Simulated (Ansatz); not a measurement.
`OC(F)(F)N[SiH3]` + `O[SiH3]` → `[SiH3]O[SiH3]` + `NC(O)(F)F`  (ligand exchange at the Si–N bond)

Program: Ansatz. Geometries: PBE0-D4/def2-TZVP. ΔE: electronic, gas phase. CBS: MP2 limit from def2 TZ/QZ plus the TZ coupled-cluster correction, frozen cores. Functionals use def2-TZVPP. B3LYP here is the variant with VWN-RPA as its local correlation; programs differ in this. One conformer a species, not always the lowest.

```json
{"level": "PBE-D4", "ΔE (kJ/mol)": "-48.5"}
{"level": "B3LYP-D4", "ΔE (kJ/mol)": "-57.4"}
{"level": "B2PLYP", "ΔE (kJ/mol)": "-59.0"}
{"level": "PBE0", "ΔE (kJ/mol)": "-54.1"}
{"level": "MP2/def2-TZVPP", "ΔE (kJ/mol)": "-56.4"}
{"level": "CCSD/def2-TZVPP", "ΔE (kJ/mol)": "-60.1"}
{"level": "MP2/def2-QZVPP", "ΔE (kJ/mol)": "-56.4"}
{"level": "MP2/CBS(def2)", "ΔE (kJ/mol)": "-55.8"}
```

Question: What does CCSD(T)/CBS give? (An estimate is asked.)

Answer: The calculation gave: -57.0 kJ/mol. The listed levels differ from it by 8.5, -0.4, -2.0, 2.9, 0.6, -3.1, 0.6, 1.2 kJ/mol.

Largest T1 diagnostic among the species: 0.011.

In def2-TZVPP, CCSD(T) changes the Hartree–Fock value by +16.7 kJ/mol (the triples alone add +2.5 kJ/mol) and MP2 by +17.9 kJ/mol. From PBE to PBE0 (25 % exact exchange), in def2-TZVPP and without D4, ΔE moves by −4.5 kJ/mol.
